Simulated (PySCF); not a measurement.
Run record: excited-state job, `CC1(C)CSC[Se]1`.

Method: TDDFT CAM-B3LYP/def2-SVPD, vertical, gas phase, core orbitals frozen in the response (PySCF 2.14.0, density-fitted response routines). Geometry: GFN2-xTB. The command runs a driver script over a list of jobs; the input below is this job's line of settings and its coordinates in Å.

Command:
```bash
OMP_NUM_THREADS=1 python probes_run.py task.json out
```

Input:
```
{"job": {"kind": "uv", "xc": "CAM-B3LYP", "basis": "def2-SVPD", "nstates": 8, "ntriplets": 3}, "charge": 0, "multiplicity": 1}
C     -1.250174     1.397437     0.278924
C     -0.437099     0.162326    -0.079097
C     -1.320704    -0.962115    -0.596241
C      0.404100    -0.298459     1.105065
S      1.687665    -1.451909     0.546049
C      2.372601    -0.267967    -0.624437
Se     0.881832     0.650917    -1.548463
H     -0.600183     2.208539     0.602840
H     -1.817599     1.735320    -0.586458
H     -1.947438     1.167204     1.083249
H     -0.720305    -1.841996    -0.821303
H     -2.063486    -1.231355     0.153723
H     -1.836871    -0.652264    -1.502865
H     -0.208759    -0.828538     1.833225
H      0.899189     0.543499     1.593730
H      2.981972    -0.793746    -1.355799
H      2.968260     0.475137    -0.092053
```

Output:
```
coarse grid: 64272 points
cycle   1  E = -2995.7276570902  dE = -4.394e-02  |g| = 3.388e-01  |ddm| = 7.734e+00
cycle   2  E = -2995.7436730969  dE = -1.602e-02  |g| = 2.816e-01  |ddm| = 1.456e+00
cycle   3  E = -2995.7624003445  dE = -1.873e-02  |g| = 6.227e-02  |ddm| = 6.276e-01
cycle   4  E = -2995.7632749703  dE = -8.746e-04  |g| = 2.364e-02  |ddm| = 1.829e-01
cycle   5  E = -2995.7634071305  dE = -1.322e-04  |g| = 5.101e-03  |ddm| = 6.292e-02
cycle   6  E = -2995.7634155792  dE = -8.449e-06  |g| = 1.550e-03  |ddm| = 1.521e-02
final grid: 134584 points
cycle   7  E = -2995.7633659484  dE = -1.156e-07  |g| = 1.762e-03  |ddm| = 1.150e-02
cycle   8  E = -2995.7633653618  dE =  5.866e-07  |g| = 2.364e-03  |ddm| = 7.942e-03
cycle   9  E = -2995.7633668312  dE = -1.469e-06  |g| = 1.128e-04  |ddm| = 4.428e-03
cycle  10  E = -2995.7633668353  dE = -4.089e-09  |g| = 3.892e-05  |ddm| = 3.562e-04
cycle  11  E = -2995.7633668363  dE = -9.936e-10  |g| = 1.617e-05  |ddm| = 2.072e-04
converged SCF energy = -2995.7633668363

Static polarisability (au): isotropic 104.566, principal 89.612 109.323 114.763

Singlet excitations
state   eV       nm        f      main configurations
  1   4.1374    299.7   0.00033   H->L 0.86
  2   4.9414    250.9   0.00814   H-1->L 0.78
  3   5.5605    223.0   0.01422   H->L+1 0.72, H->L+2 0.15
  4   6.0155    206.1   0.03954   H->L+2 0.49, H->L+4 0.26, H->L+1 0.13
  5   6.1781    200.7   0.01567   H-1->L+2 0.61, H-1->L+1 0.10
  6   6.2438    198.6   0.00721   H-1->L+4 0.30, H-1->L+1 0.27, H-1->L+2 0.14
  7   6.4436    192.4   0.01998   H->L+3 0.51, H->L+4 0.19, H->L+2 0.11
  8   6.5440    189.5   0.01796   H-1->L+3 0.63, H-1->L+2 0.11

Triplet excitations (Tamm-Dancoff, eV): 3.6874 4.4944 4.9326
```

The SCF starts on a coarse grid where the log names one; the energy can jump when the final grid takes over, and dE then counts from the start density on the new grid. H and L stand for HOMO and LUMO; the number after each pair is its weight.

Give the mean polarisability as a volume in Å³, and the ratio of the largest to the smallest principal value.

104.566 au × 0.148185 = 15.50 Å³; 114.763/89.612 = 1.28.

How does the lowest singlet excitation compare with the HOMO–LUMO gap?

HOMO -7.50 eV and LUMO 0.35 eV give a gap of 7.85 eV; S1 at 4.14 eV lies 3.71 eV below it.

In short: HOMO -7.50 eV, LUMO 0.35 eV; lowest singlet 4.14 eV; lowest triplet 3.69 eV (Tamm–Dancoff); mean polarisability 104.6 au.

 The CAM-B3LYP/def2-SVPD calculation is non-relativistic and has no spin–orbit coupling, an omission that weighs most on selenium.

Estimate the wall time. Hardware: an Arm Neoverse V1 with one thread, shared host with 32 logical CPUs at a one-minute load of 9.2. And the peak memory of the process?

About 81 s (density and orbital grids were written too), with 1.1 GiB resident at the peak, the Python interpreter and its libraries included.

One conformer stands for the species.
Labels such as C1 count atoms from 1, the log's own numbers from 0.
